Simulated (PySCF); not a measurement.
Problem. Give a PBE0-D3(BJ)/def2-SVP geometry of `FC(F)[BH2-][n+]1ccccc1`.

Solution. 
Z-matrix in Å and degrees, rows numbered from 1:
```
F 
C   1  1.3765
F   2  1.3762  1  105.46
B   2  1.6137  1  111.24  3   121.05
N   4  1.5877  2  104.12  1   -58.37
C   5  1.3408  4  119.80  2   -85.73
C   6  1.3864  5  121.67  4   173.36
C   7  1.3925  6  118.99  5    -0.30
C   8  1.3924  7  118.83  6    -0.11
C   5  1.3406  4  119.96  2    86.97
H   2  1.1051  1  106.97  3  -113.69
H   4  1.2210  2  111.51  1  -174.41
H   4  1.2212  2  111.03  1    57.47
H   6  1.0902  5  115.48  4    -6.61
H   7  1.0908  6  119.51  5   179.69
H   8  1.0922  7  120.58  6   179.87
H   9  1.0907  8  121.49  7  -179.81
H  10  1.0902  5  115.47  4     6.56
```

B4 (four-coordinate boron) is distorted tetrahedral (angles from 104.1° to 113.9°). Of the pairs four or more bonds apart, F3···C6 is among the closest relative to their van der Waals radii: 3.01 Å, 95 % of the sum of Bondi's values. N5 (nitrogen bonded to B and 2 C) is planar (angles 120.0°, 119.8° and 119.8°, sum 359.6°, 0.05 Å off the plane of its three neighbours). The 6-membered ring N5–C6–C7–C8–C9–C10 has internal angles of 118.8° to 121.7° (sum 720°, against 720° for a flat polygon); it is planar, 0.00 Å rms from its mean plane, widest ring torsion 1°.

Computed, not measured: PBE0-D3(BJ)/def2-SVP geometry optimisation, gas phase in PySCF.

Point group: Cs (every atom within 0.08 Å of its image). Stationary, but not proved a minimum. One conformer, not necessarily the lowest (F1–C2–B4–N5 -58°, C2–B4–N5–C6 -86°).

On Arm Neoverse N1, one thread, shared host, this took 4.2 min of wall time and 0.84 GiB of memory at its peak. These figures are those of the optimisation.
